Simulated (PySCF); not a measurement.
Hydroxydifluoroborane, BF2HO.
SMILES with atom numbers: `[OH:1][B:2]([F:3])[F:4]` (hydrogens: H5 on O1)

A GFN2-xTB structure was refined with PBE0-D3(BJ)/def2-TZVP geometry optimisation, gas phase (PySCF). Its GFN2-xTB values:

```json
{"coordinate": "O1–B2", "GFN2-xTB": "1.351 Å"}
{"coordinate": "O1–H5", "GFN2-xTB": "0.953 Å"}
{"coordinate": "B2–F3", "GFN2-xTB": "1.332 Å"}
{"coordinate": "B2–F4", "GFN2-xTB": "1.278 Å"}
{"coordinate": "O1–B2–F3", "GFN2-xTB": "124.0°"}
{"coordinate": "O1–B2–F4", "GFN2-xTB": "120.0°"}
{"coordinate": "B2–O1–H5", "GFN2-xTB": "115.6°"}
{"coordinate": "F3–B2–F4", "GFN2-xTB": "116.0°"}
```

Question: How do these coordinates change at the PBE0-D3(BJ)/def2-TZVP level?

Answer: 
```
coordinate  PBE0-D3(BJ)/def2-TZVP (Å or °)  change
     B2–F4                           1.318  +0.040
     O1–H5                           0.960  +0.007
     O1–B2                           1.345  -0.006
     B2–F3                           1.328  -0.004
  F3–B2–F4                           118.3    +2.3
  B2–O1–H5                           113.6    -2.0
  O1–B2–F3                           122.2    -1.8
  O1–B2–F4                           119.5    -0.5
```

The energy falls by 0.052 eV over 7 energy and gradient evaluations, the largest force component goes from 0.0312 to 3.4e-04 Eh/bohr, and the atoms move by 0.031 Å rms after alignment. The bond that changes most is B2–F4 (three-coordinate boron to boron-bound fluorine), which lengthens by 0.040 Å. Bonds longer at the end by more than 0.005 Å: 2 of 4; shorter: 1. Rotational constants go from 10743, 9991, 5177 to 10322, 10077, 5099 MHz.

The run used 130 basis functions and 50 SCF cycles in all. Hardware: an Intel Xeon 6975P-C with one thread, on a shared host. Cost: 18 s wall, 0.51 GiB resident at most.

Not checked by PBE0-D3(BJ)/def2-TZVP frequencies. The numbers are those of one conformer.

The values belong to the conformer `[OH:1][B:2]([F:3])[F:4]`: H–O1–B2–F3 0°.
